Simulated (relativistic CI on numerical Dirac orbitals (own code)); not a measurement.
## Ne⁵⁺: q coefficients

These numbers are calculated, not measured: Dirac-Coulomb-Breit CI, KLI orbitals optimised for each configuration, valence Slater integrals scaled by 0.85, P86 correlation energy added to each configuration, derivatives by finite differences, QED left out (own radial code, finite nucleus).

Configuration list (outside the closed core 1s2): 2s2 2p, 2s 2p2, 2p3, 2s2 3s, 2s2 3p, 2p2 3s, 2s2 3d, 2p2 3p. Levels of other configurations are missing.

With x = (α/α₀)² − 1 an excitation energy changes as ω = ω₀ + qx; K = 2q/ω₀ is the relative enhancement. Terms are leading LS components, so labels can repeat.

Lowest level 2s2 2p 2P°_1/2.

```tsv
Level	ω₀ (cm⁻¹)	q (cm⁻¹)	K
2s2 2p 2P°_3/2	1297	1300	2
2s 2p2 4P_1/2	103278	1692	0.0328
2s 2p2 4P_3/2	103719	2140	0.0413
2s 2p2 4P_5/2	104354	2773	0.0531
2s 2p2 2D_5/2	179236	2428	0.0271
2s 2p2 2D_3/2	179273	2455	0.0274
2s 2p2 2S_1/2	223073	2519	0.0226
2s 2p2 2P_1/2	244875	2084	0.017
2s 2p2 2P_3/2	245680	2872	0.0234
2p3 4S°_3/2	326004	4129	0.0253
2p3 2D°_5/2	368838	4076	0.0221
2p3 2D°_3/2	368914	4131	0.0224
2p3 2P°_1/2	408479	4119	0.0202
```

At this charge configurations can still be misplaced by up to about 7 % of their energy.
